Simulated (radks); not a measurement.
Q: Isoelectronic series with 1 electrons, each ion in its NIST ground configuration. Method: scalar-relativistic Kohn-Sham, r2SCAN, spin-polarised, spherical densities, finite nucleus; open shells are filled with parallel spins first; meta-GGA in the generalised Kohn-Sham scheme; Fermi nuclear charge, rms radius of each element as measured or else 0.836 A^(1/3) + 0.57 fm; computed with a radial shooting solver on a logarithmic mesh with Libxc functionals. Total energies (hartree) and orbital eigenvalues (eV):

ion    configuration  E (hartree)      1s up
H                1s1     -0.50018    -8.0259
Be3+             1s1     -8.00191  -195.2660
N6+              1s1    -24.51640  -627.7357
Ne9+             1s1    -50.06762  -1306.066
Al12+            1s1    -84.69273  -2231.251
K18+             1s1   -181.38096  -4827.997
Ti21+            1s1   -243.58736  -6503.419

Estimate the row of S15+ (1s1).

A: E (hartree) -128.44235; 1s up -3404.650.
